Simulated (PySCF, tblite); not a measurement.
C₆H₁₃BOSi.
Structure used (GFN2-xTB), in Å, numbered top down from 1:
```
atom  x, y, z in Å
C1    -1.863   -0.868   -1.775
B2    -1.486   -0.153   -0.426
Si3   -2.820    0.122    1.003
C4    -0.057    0.416   -0.234
C5     0.070    1.903   -0.079
C6     1.023   -0.392   -0.142
C7     2.396    0.037    0.114
C8     3.405   -1.094    0.111
O9     2.734    1.189    0.306
H10   -1.007   -1.283   -2.306
H11   -2.301   -0.120   -2.440
H12   -2.615   -1.649   -1.669
H13   -2.258    0.269    2.352
H14   -3.811   -0.960    1.098
H15   -3.601    1.348    0.760
H16   -0.880    2.403   -0.257
H17    0.821    2.289   -0.766
H18    0.418    2.144    0.925
H19    0.884   -1.460   -0.256
H20    3.166   -1.799    0.905
H21    4.405   -0.699    0.266
H22    3.366   -1.624   -0.839
```

Jobs on this species (22 atoms, 76 electrons) with PySCF (density fitting) and tblite. Hardware of each: one thread, Arm Neoverse V1 (aarch64) (shared host). Other jobs ran on the host; a repeat could differ by tens of per cent or more.

| level and settings | work | basis functions | SCF cycles | wall time |
| --- | --- | --- | --- | --- |
| PBE0/pcSseg-1 | shieldings, charges and field gradients, density and orbital grids written | 225 | ? | ? |
| GFN2-xTB | Hessian by finite differences | – | – | 1.0 s |
| GFN2-xTB | L-BFGS relaxation | – | – | 2.0 s |

**Question.** Fill in the missing figures.

**Answer.** 
- PBE0/pcSseg-1; shieldings, charges and field gradients, density and orbital grids written: 76 s, 15 SCF cycles

**Question.** What do all jobs in the table cost together?

**Answer.** About 79 s; the longest takes about 96 % of that, and about 76 times as long as the shortest.
